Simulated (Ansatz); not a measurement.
H₄MoN₂OS, SMILES `[NH2][Mo]([NH2])(=[O])=[S]`. Total charge 0; spin multiplicity 1. Mo: def2 effective core potential.

```xyz
9

N    -0.667    0.443    1.449
Mo   -0.450   -0.285   -0.319
N     1.371   -0.125   -0.920
O    -0.813   -1.916   -0.239
S    -1.683    0.818   -1.645
H    -0.916    1.399    1.650
H    -0.628   -0.123    2.284
H     2.047   -0.868   -0.823
H     1.738    0.658   -1.437
```

Q: List the harmonic frequencies (cm⁻¹, unscaled) at PBE0-D4/def2-TZVP in Ansatz. (Estimate.)

A: Computed: 147, 203, 207, 225, 256, 307, 341, 384, 389, 563, 643, 668, 711, 715, 1049, 1529, 1533, 3582, 3586, 3692, 3693.

Q: Is this a minimum?

A: Yes, all 21 modes are real.

Q: Give the ideal-gas thermochemistry at 298.15 K and 1 bar (rigid rotor, harmonic oscillator; point group Cs, symmetry number 1).

A: Zero-point energy 146.1 kJ/mol; H(298) − E = 168.8 kJ/mol; entropy 359.4 J/(mol·K), of which translation 173.3, rotation 114.9, vibration 71.2; G(298) − E = 61.6 kJ/mol.
